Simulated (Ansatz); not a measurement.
A structure relaxed at r2SCAN/def2-TZVP in Ansatz, charge 0, doublet:

```xyz
9

Li    2.387    1.141    0.796
Li   -1.052   -2.558   -0.058
Li   -0.613    2.334    0.796
Li    1.178    1.703   -1.825
Li   -0.001    0.003   -0.002
Li    1.791   -1.401   -1.119
Li    0.405   -0.922    2.327
Li   -2.523   -0.279    1.081
Li   -1.572   -0.022   -1.997
```

**Question.** Give its formula.

**Answer.** the cluster Li9 (the lowest doublet isomer of a short search).

**Question.** Summarise the bond lengths by kind (pairs closer than 1.2 times the sum of covalent radii, bridged metal pairs left out).

**Answer.** 10 × Li–Li 2.54 to 2.94 Å.

The relaxation made no stability test and no search for a lower SCF solution. The structure comes from a short search, and lower isomers may exist.
